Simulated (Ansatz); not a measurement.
Geometry optimisation, Ansatz, RKS PBE/def2-SVP.

Input file:

```yaml
crystal:
  periodic: [false, false, false]
  atoms:
    - { symbol: B, position_ang: [0.0, 0.0, 0.0] }
    - { symbol: Cl, position_ang: [0.0, 0.0, 1.86] }
    - { symbol: O, position_ang: [1.2211, 0.0, -0.705] }
    - { symbol: H, position_ang: [1.5209, -0.9519, -0.8599] }
    - { symbol: O, position_ang: [-1.2211, 0.0, -0.705] }
    - { symbol: H, position_ang: [-1.7308, -0.8467, -0.4965] }
basis:
  gaussian: { orbitals: def2-SVP }
hamiltonian:
  xc: pbe
relax:
  f_tol: 0.02
  max_steps: 40
output:
  orbitals: {}
```

Command:

```bash
$ ansatz run input.yaml --threads 1 --pin off --max-ram 2048MiB --backend cpu --events-out ev --progress --plain --runs-dir out
```

Problem. Where does it end, and by what steps?

Solution. The run converged. After 7 steps the energy has fallen by 0.987 eV; H4 moved furthest, 0.66 Å.

```tsv
step	energy less start (eV)	largest force component (eV/Å)	accepted
0	0.0000	1.567	yes
1	-0.2532	2.162	yes
2	-0.3798	2.354	yes
3	-0.6206	1.394	yes
4	-0.8506	0.532	yes
5	-0.9729	0.321	yes
6	-0.9861	0.071	yes
7	-0.9872	0.015	yes
```

```xyz
6
Properties=species:S:1:pos:R:3
B 0.069 -0.239 0.074
Cl -0.218 0.156 1.792
O 1.355 -0.266 -0.365
H 1.391 -0.491 -1.314
O -0.972 -0.506 -0.771
H -1.834 -0.452 -0.323
```

Whether the end is a true minimum wasn't checked by a vibrational analysis.

Run time: 15 s on 1 thread of Arm Neoverse V2 (shared host), peak memory 0.13 GiB.
